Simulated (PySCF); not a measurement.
SMILES O[B]O (H2BO2), doublet (B3LYP/def2-SVP optimised geometry):

```
5

O     -1.308     0.082     0.000
B     -0.459    -0.963     0.000
O      0.887    -0.963     0.000
H     -0.892     0.963     0.002
H      1.308    -0.084    -0.002
```

Level of theory: unrestricted B3LYP/def2-TZVP run with PySCF.

**Question.** What are the frontier orbital energies (α orbitals alone; a β orbital can be the lowest empty one) and the dipole moment?

**Answer.** HOMO-2 -10.18 eV, HOMO-1 -9.56 eV, HOMO -5.75 eV, LUMO -0.02 eV, LUMO+1 0.54 eV; dipole moment 3.13 D.

On the same geometry unrestricted PBE/def2-TZVP (PySCF) gives HOMO-2 -8.65 eV, HOMO-1 -8.14 eV, HOMO -4.80 eV, LUMO -0.53 eV, LUMO+1 -0.29 eV; dipole moment 3.10 D.

Meta-Löwdin charges at B3LYP/def2-TZVP: O1 -0.50, B2 0.36, O3 -0.50, H4 0.32, H5 0.32.
